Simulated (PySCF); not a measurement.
## How a change of structure moves an absorption spectrum

The calculation used PySCF 2.14.0, density-fitted response routines, TDDFT wB97X-D/def2-SVPD, vertical, gas phase, core orbitals frozen in the response. Geometries: GFN2-xTB; one conformer of each isolated species. Triplets are in the Tamm–Dancoff approximation. 'Strongest' means the level of largest summed f among the lowest 8 singlets; it needn't be the same kind of state in each.

Parent: `O=C/C=C(\F)[SiH3]`, with lowest singlet excitation energy 3.64 eV, energy of the strongest computed level 5.84 eV, LUMO energy -0.46 eV, S1–T1 gap 0.50 eV. Its spectrum: 3.64 eV (f 0.001); 5.84 eV (f 0.544); 6.67 eV (f 0.003); 7.46 eV (f 0.000); 7.55 eV (f 0.007).

Question: Give the shifts from the parent for: H on Si replaced by OCHO (`O=C/C=C(/F)[SiH2]OC=O`); H on Si replaced by CH2SiH3 (`O=C/C=C(\F)[SiH2]C[SiH3]`); H on Si replaced by propynyl (`CC#C[SiH2]/C(F)=C\C=O`); H on Si replaced by C2H5 (`CC[SiH2]/C(F)=C\C=O`); H on Si replaced by ethynyl (`C#C[SiH2]/C(F)=C\C=O`); H on Si replaced by CH2F (`O=C/C=C(/F)[SiH2]CF`); H on Si replaced by vinyl (`C=C[SiH2]/C(F)=C\C=O`); H on Si replaced by CH3 (`C[SiH2]/C(F)=C/C=O`); H on Si replaced by COCH3 (`CC(=O)[SiH2]/C(F)=C\C=O`).

Answer: 

| change | SMILES | Δ S1 (eV) | Δ strongest (eV) | Δ LUMO (eV) | Δ S1−T1 (eV) |
| --- | --- | --- | --- | --- | --- |
| H on Si replaced by OCHO | O=C/C=C(/F)[SiH2]OC=O | +0.27 | -0.84 | -0.36 | +0.22 |
| H on Si replaced by CH2SiH3 | O=C/C=C(\F)[SiH2]C[SiH3] | +0.01 | -0.07 | +0.07 | 0.00 |
| H on Si replaced by propynyl | CC#C[SiH2]/C(F)=C\C=O | +0.35 | -0.45 | -0.07 | +0.13 |
| H on Si replaced by C2H5 | CC[SiH2]/C(F)=C\C=O | +0.22 | 0.00 | +0.16 | -0.02 |
| H on Si replaced by ethynyl | C#C[SiH2]/C(F)=C\C=O | +0.16 | -0.08 | 0.00 | -0.02 |
| H on Si replaced by CH2F | O=C/C=C(/F)[SiH2]CF | +0.26 | -0.59 | -0.32 | +0.08 |
| H on Si replaced by vinyl | C=C[SiH2]/C(F)=C\C=O | +0.24 | +1.34 | -0.10 | +0.02 |
| H on Si replaced by CH3 | C[SiH2]/C(F)=C/C=O | +0.01 | -0.03 | +0.11 | 0.00 |
| H on Si replaced by COCH3 | CC(=O)[SiH2]/C(F)=C\C=O | -0.27 | -0.61 | -0.37 | -0.10 |

S1 falls most with H on Si replaced by COCH3 (-0.27 eV), and it rises most with H on Si replaced by propynyl (+0.35 eV). S1 is simply the lowest singlet of each species and needn't be the same kind of state throughout. Over these 9 changes the shifts of S1 and of the HOMO–LUMO gap correlate with r = 0.73.
